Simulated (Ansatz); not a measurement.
Consider the redistribution: `CC[SiH2][SeH]` + `O[SiH2]C[SiH2]O` → `O[SiH2][SiH2][SeH]` + `CCC[SiH2]O`.

Gas-phase electronic energies from Ansatz, PBE0-D4/def2-TZVP geometries. CBS: MP2 limit from def2 TZ/QZ plus the TZ coupled-cluster correction, frozen cores. DFT in def2-TZVPP. For Se outer-core shells are correlated without core-valence functions, which leaves a few kJ/mol of doubt a bond. Scalar relativity is left out up to krypton. One conformer a species, not always the lowest.

CCSD(T)/CBS gives +0.78 eV.

Q: Another level gave +0.75 eV. Which?
A. PBE-D4/def2-TZVPP
B. ωB97X-V/def2-TZVPP
C. PBE0/def2-TZVPP
D. MP2/def2-TZVPP

A: B. ωB97X-V 0.75, MP2/def2-TZVPP 0.87, PBE0 0.68, PBE-D4 0.62 eV.

Largest T1 diagnostic among the species: 0.011.

From PBE to PBE0 (25 % exact exchange), in def2-TZVPP and without D4, ΔE moves by +0.06 eV.
